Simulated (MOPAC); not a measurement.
Input file for MOPAC: PM7 on BH3OS (SMILES OBS), a point of a torsion scan.

```
PM7 1SCF PRECISE CHARGE=0 THREADS=1
BH3OS

O     -1.12975702 1    -0.66438204 1     0.04763500 1
B     -0.09412745 1     0.15227555 1     0.12767815 1
S      1.52566470 1    -0.59533705 1     0.56241196 1
H     -1.99289958 1    -0.32878666 1    -0.19456103 1
H     -0.16610301 1     1.32670559 1     0.04242324 1
H      1.69490811 1     0.13773162 1     1.65484435 1
```

The log:

```
*******************************************************************************
 **                                                                           **
 **                              MOPAC v23.2.5                                **
 **                                                                           **
 *******************************************************************************
 ** MOPAC's Digital Object Identifier: https://doi.org/10.5281/zenodo.6511958 **
 **                                                                           **
 ** Please cite the open-source release paper for use of this MOPAC version:  **
 ** J. E. Moussa and J. J. P. Stewart (2026)                                  **
 ** MOPAC: An open-source semiempirical molecular orbital program             **
 ** J. Open Source Softw., 11(119), 8025, https://doi.org/10.21105/joss.08025 **
 *******************************************************************************

                              PM7 CALCULATION RESULTS

 *******************************************************************************
 *  PM7        - The PM7 Hamiltonian to be used
 *
 *
 *
 *                 CHARGE ON SYSTEM = 0
 *
 *
 *
 *  PRECISE    - TIGHTER CRITERIA TO BE USED
 *  1SCF       - DO 1 SCF AND THEN STOP
 *  THREADS=1  - MULTI-THREADING NOT USED
 *  T=         - A TIME OF 172800.0 SECONDS REQUESTED
 *  DUMP=N     - RESTART FILE WRITTEN EVERY 7200.0 SECONDS REQUESTED
 *******************************************************************************
PM7 1SCF PRECISE CHARGE=0 THREADS=1
 BH3OS

   ATOM   CHEMICAL          X               Y               Z
  NUMBER   SYMBOL      (ANGSTROMS)     (ANGSTROMS)     (ANGSTROMS)

     1       O         -1.12975702  *  -0.66438204  *   0.04763500  *
     2       B         -0.09412745  *   0.15227555  *   0.12767815  *
     3       S          1.52566470  *  -0.59533705  *   0.56241196  *
     4       H         -1.99289958  *  -0.32878666  *  -0.19456103  *
     5       H         -0.16610301  *   1.32670559  *   0.04242324  *
     6       H          1.69490811  *   0.13773162  *   1.65484435  *



          CARTESIAN COORDINATES

    NO.       ATOM           X           Y           Z

     1         O         -1.1298     -0.6644      0.0476
     2         B         -0.0941      0.1523      0.1277
     3         S          1.5257     -0.5953      0.5624
     4         H         -1.9929     -0.3288     -0.1946
     5         H         -0.1661      1.3267      0.0424
     6         H          1.6949      0.1377      1.6548

 General Reference for PM7:
 "Optimization of Parameters for Semiempirical Methods VI: More Modifications to the
 NDDO Approximations and Re-optimization of Parameters", J. J. P. Stewart, J. Mol. Mod., 1:32, 19 (2013)
 https://link.springer.com/article/10.1007/s00894-012-1667-x

           Empirical Formula: H3 O B S  =     6 atoms



      MOLECULAR POINT GROUP   :   C1


      RHF CALCULATION, NO. OF DOUBLY OCCUPIED LEVELS = 9


 -------------------------------------------------------------------------------
 PM7 1SCF PRECISE CHARGE=0 THREADS=1
 BH3OS



     1SCF WAS SPECIFIED, SO BFGS WAS NOT USED
     SCF FIELD WAS ACHIEVED


                              PM7 CALCULATION
                                                       MOPAC v23.2.5 Linux




          FINAL HEAT OF FORMATION =        -70.45615 KCAL/MOL =    -294.78855 KJ/MOL


          COSMO AREA              =         92.20 SQUARE ANGSTROMS
          COSMO VOLUME            =         75.35 CUBIC ANGSTROMS

          IONIZATION POTENTIAL    =          8.960676 EV
          HOMO LUMO ENERGIES (EV) =         -8.961 -0.826
          NO. OF FILLED LEVELS    =          9
          MOLECULAR WEIGHT        =         61.8931         POINT GROUP:  C1

          MOLECULAR DIMENSIONS (Angstroms)

            Atom       Atom       Distance
            H     6    H     4     4.15185
            H     5    S     3     2.12635
            S     3    H     4     0.80140


          SCF CALCULATIONS        =          1





   ATOM   CHEMICAL          X               Y               Z
  NUMBER   SYMBOL      (ANGSTROMS)     (ANGSTROMS)     (ANGSTROMS)

     1       O         -1.12975702  *  -0.66438204  *   0.04763500  *
     2       B         -0.09412745  *   0.15227555  *   0.12767815  *
     3       S          1.52566470  *  -0.59533705  *   0.56241196  *
     4       H         -1.99289958  *  -0.32878666  *  -0.19456103  *
     5       H         -0.16610301  *   1.32670559  *   0.04242324  *
     6       H          1.69490811  *   0.13773162  *   1.65484435  *

                             CARTESIAN COORDINATES

   1    O       -1.129757020    -0.664382040     0.047635000
   2    B       -0.094127450     0.152275550     0.127678150
   3    S        1.525664700    -0.595337050     0.562411960
   4    H       -1.992899580    -0.328786660    -0.194561030
   5    H       -0.166103010     1.326705590     0.042423240
   6    H        1.694908110     0.137731620     1.654844350


           Empirical Formula: H3 O B S  =     6 atoms



      MOLECULAR POINT GROUP   :   C1


                  EIGENVALUES
 -30.40696 -26.29320 -18.89902 -15.89753 -13.99185 -13.13660 -12.50325 -10.31353
  -8.96068  -0.82592  -0.29490   0.11911   0.34153   0.41724   0.54553   1.31289
   2.46254   3.50722   4.54534   5.69895


              NET ATOMIC CHARGES AND DIPOLE CONTRIBUTIONS

  ATOM NO.   TYPE          CHARGE      No. of ELECS.   s-Pop       p-Pop       d-Pop
    1          O          -0.525547        6.5255     1.73553     4.79002
    2          B           0.273594        2.7264     0.73935     1.98705
    3          S          -0.306062        6.3061     1.88434     4.30849     0.11324
    4          H           0.348576        0.6514     0.65142
    5          H           0.040858        0.9591     0.95914
    6          H           0.168581        0.8314     0.83142
 DIPOLE           X         Y         Z       TOTAL
 POINT-CHG.    -1.512     2.574     0.243     2.995
 HYBRID        -0.597    -0.301    -0.057     0.671
 SUM           -2.109     2.273     0.186     3.106


          ATOMIC ORBITAL ELECTRON POPULATIONS

     Atom    s        px        py        pz      x^2-y^2     xz        z^2       yz        xy
    1  O   1.73553   1.37351   1.69324   1.72327
    2  B   0.73935   0.69207   0.94294   0.35205
    3  S   1.88434   1.35606   1.60731   1.34512   0.01632   0.00673   0.02233   0.04844   0.01942
    4  H   0.65142
    5  H   0.95914
    6  H   0.83142

 **********************
 *                    *
 * JOB ENDED NORMALLY *
 *                    *
 **********************




 == MOPAC DONE ==
```

The run finished.

Cost: around 0.06 core-seconds (rough).
